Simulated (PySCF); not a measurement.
Molecule: sum formula SiOBr₃, net charge -1, singlet state. It need not be the lowest isomer of its formula. Whether it binds its extra electron was not tested at this geometry. 
Geometry from a B3LYP-D3(BJ)/def2-TZVP (Ansatz) optimisation:
```
Si
O 1 1.5287
Br 1 2.3019 2 116.04
Br 1 2.3019 2 116.04 3 -120.00
Br 1 2.3019 2 116.04 4 -120.00
```
Charge -1, spin multiplicity 1.

Dispersion corrections to the total energy (kcal/mol) from the dftd3 and dftd4 libraries through PySCF: D3(BJ) without and D4 with the three-body term, each with the damping fitted for the functional named.

| functional | D3(BJ) | D4 |
|---|---|---|
| TPSSh | … | -7.68 |
| HF | -35.37 | -18.57 |
| TPSS | … | -8.53 |
| revPBE | -11.30 | … |
| BLYP | -12.34 | -13.43 |
| B2GP-PLYP | -6.98 | -2.77 |
| CAM-B3LYP | -5.39 | -5.79 |

Fill in the missing entries.


- TPSSh, D3(BJ): -6.61
- TPSS, D3(BJ): -6.93
- revPBE, D4: -14.38
